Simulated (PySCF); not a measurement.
H2O4S, SMILES O=S(=O)(O)O.

Geometry: TPSSh-D3(BJ)/def2-SVP. The values are those of a single conformer.

Calculation: PBE/def2-TZVP in PySCF.

Symmetry labels are those of the subgroup C2 that the program uses (full group C2).

Computed valence orbital energies around the gap with their symmetry:
```tsv
orbital	symmetry	energy (eV)
HOMO−7	A	-11.87
HOMO−6	B	-10.97
HOMO−5	A	-10.01
HOMO−4	B	-9.40
HOMO−3	A	-9.29
HOMO−2	A	-8.33
HOMO−1	B	-8.19
HOMO	B	-7.99
LUMO	A	-1.13
LUMO+1	B	-0.04
LUMO+2	A	0.62
LUMO+3	B	0.73
```
